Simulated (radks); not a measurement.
Results of a calculation; reference values are marked as such.
Species: In XXV. Configuration: [Ne] 3s2 3p5 3d7 4s1 (not the ground configuration). Code: a radial shooting solver on a logarithmic mesh with Libxc functionals. Model: Dirac Kohn-Sham, BP86, spin-unpolarised, spherical densities, point nucleus; open shells fill j = l - 1/2 first.

Unscreened Slater integrals over Kohn-Sham orbitals (cm^-1). Large and small components are both included.

integral          value
F0(4s1/2,4s1/2)  289850
F0(4s1/2,3d5/2)  364030
G2(4s1/2,3d5/2)   34390
F0(4s1/2,3d3/2)  364650
G2(4s1/2,3d3/2)   34205
F0(4s1/2,3p3/2)  357960
G1(4s1/2,3p3/2)   36020
F0(3d5/2,3d5/2)  663280
F2(3d5/2,3d5/2)  337480
F4(3d5/2,3d5/2)  216980
F0(3d5/2,3d3/2)  666500
F2(3d5/2,3d3/2)  338570
G2(3d5/2,3d3/2)  336350
G4(3d5/2,3d3/2)  216220
F0(3d5/2,3p3/2)  621220
F2(3d5/2,3p3/2)  300120
G1(3d5/2,3p3/2)  330740
G3(3d5/2,3p3/2)  217440
F0(3d3/2,3d3/2)  669790
F2(3d3/2,3d3/2)  339740
F0(3d3/2,3p3/2)  623760
F2(3d3/2,3p3/2)  299920
G1(3d3/2,3p3/2)  328690
G3(3d3/2,3p3/2)  216100
F0(3p3/2,3p3/2)  596010
F2(3p3/2,3p3/2)  300370
